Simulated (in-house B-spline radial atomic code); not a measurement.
Radial electron density of Cl³⁺, [He] 2s2 2p5 3s2 3p3. All numbers are computed (scalar-relativistic (X2C) r2SCAN0, spin-polarised, spherical fractional occupations, exact exchange averaged over the configuration; Fermi nucleus of rms radius 3.3654 fm) with a radial B-spline atomic code at the basis-set limit, not measured.

Columns: r (bohr), 4πr²n(r) (electrons per bohr), bar.

```
 0.00341    0.479 #
 0.00408   0.6627 #
 0.00487   0.9092 ##
 0.00581     1.24 ###
 0.00694    1.686 ####
 0.00829    2.276 #####
  0.0099    3.046 #######
  0.0118    4.023 #########
  0.0141    5.272 ############
  0.0169    6.837 ###############
  0.0201    8.621 ###################
  0.0241    10.76 ########################
  0.0287    12.99 #############################
  0.0343    15.29 ##################################
   0.041    17.37 #######################################
  0.0489    18.91 ##########################################
  0.0584    19.66 ############################################
  0.0698    19.38 ###########################################
  0.0833    18.08 ########################################
  0.0995    16.08 ####################################
   0.119    14.01 ###############################
   0.142    12.69 ############################
   0.169    12.69 ############################
   0.202    14.09 ################################
   0.242    16.21 ####################################
   0.289    17.69 ########################################
   0.345    17.39 #######################################
   0.412    14.89 #################################
   0.492    10.92 ########################
   0.587    7.012 ################
   0.701    4.516 ##########
   0.837    3.856 #########
       1    4.269 ##########
    1.19    4.525 ##########
    1.43    3.912 #########
     1.7    2.687 ######
    2.03    1.399 ###
    2.43   0.5307 #
     2.9   0.1452 
    3.46  0.02699 
    4.14 0.003102 
    4.94 0.0002175
```

On this grid the curve has 3 maxima, near 0.0584, 0.289, 1.19 bohr.

The 2p up radial function P(r) = rR(r), positive near the nucleus:

```json
{"r (bohr)": "0.00341", "P": "0.002027"}
{"r (bohr)": "0.00487", "P": "0.003997"}
{"r (bohr)": "0.00694", "P": "0.007839"}
{"r (bohr)": "0.0099", "P": "0.01534"}
{"r (bohr)": "0.0141", "P": "0.02968"}
{"r (bohr)": "0.0201", "P": "0.05681"}
{"r (bohr)": "0.0287", "P": "0.107"}
{"r (bohr)": "0.041", "P": "0.1963"}
{"r (bohr)": "0.0584", "P": "0.3444"}
{"r (bohr)": "0.0833", "P": "0.5731"}
{"r (bohr)": "0.119", "P": "0.8861"}
{"r (bohr)": "0.169", "P": "1.232"}
{"r (bohr)": "0.242", "P": "1.502"}
{"r (bohr)": "0.345", "P": "1.517"}
{"r (bohr)": "0.492", "P": "1.196"}
{"r (bohr)": "0.701", "P": "0.6771"}
{"r (bohr)": "1", "P": "0.2485"}
{"r (bohr)": "1.43", "P": "0.05053"}
{"r (bohr)": "2.03", "P": "0.004887"}
```
